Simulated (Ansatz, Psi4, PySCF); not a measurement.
C₆H₁₅In, singlet, at a GFN2-xTB geometry (such geometries of metal compounds can be far from the true shape) (all electrons, no relativity). Base run: PBE/STO-3G (PySCF).

Here is a job for PySCF.
```python
from pyscf import gto, scf, dft

mol = gto.M(
    atom='''
In    0.076498   -0.222003    0.006935
C     2.026727    0.157712   -1.135453
C     2.361422    1.632523   -1.310681
H     1.940668   -0.330837   -2.110567
H     2.823570   -0.352094   -0.585294
H     2.459952    2.125754   -0.342278
H     1.580502    2.143040   -1.875223
H     3.303963    1.759103   -1.849812
C    -0.388337   -2.354361    0.698395
C    -1.788722   -2.447163    1.289828
H     0.358674   -2.650318    1.440403
H    -0.286411   -3.031199   -0.154541
H    -2.541258   -2.182195    0.544914
H    -1.896925   -1.765122    2.135380
H    -2.004192   -3.458981    1.642365
C    -1.456862    1.394547    0.517766
C    -1.145819    2.752423   -0.095090
H    -1.503813    1.471069    1.607941
H    -2.431155    1.035255    0.174024
H    -1.109383    2.687111   -1.183689
H    -0.183334    3.125902    0.256481
H    -1.909693    3.487589    0.171479
''',
    basis='sto-3g',
    charge=0,
    spin=0,
    verbose=4,
)

mf = dft.RKS(mol)
mf.xc = 'pbe'
mf.kernel()
```

The same geometry, method and basis name were run in Ansatz (a program for electronic structure) and Psi4 and PySCF, at each program's defaults and at the settings that a row names. The base is PySCF at its defaults. Differences at the defaults can come from grids, fitting, cores and function types together.

```
code and settings                                                               ΔE vs base (µEh)  basis functions       E (Eh)  SCF cycles  dipole (D)
------------------------------------------------------------------------------  ----------------  ---------------  -----------  ----------  ----------
PySCF, defaults (exact integrals, its default grid, spherical functions)                     0.0               72  -5918.75341           9        0.13
Ansatz, defaults (factorised integrals, its default grid, spherical functions)              -0.7               72  -5918.75341           -           -
PySCF, fine grid                                                                             6.9               72  -5918.75341           9        0.13
Psi4, exact integrals, spherical functions, fine grid                                       76.9               72  -5918.75334          13        0.13
Ansatz, high accuracy                                                                        2.1               72  -5918.75341           -           -
```
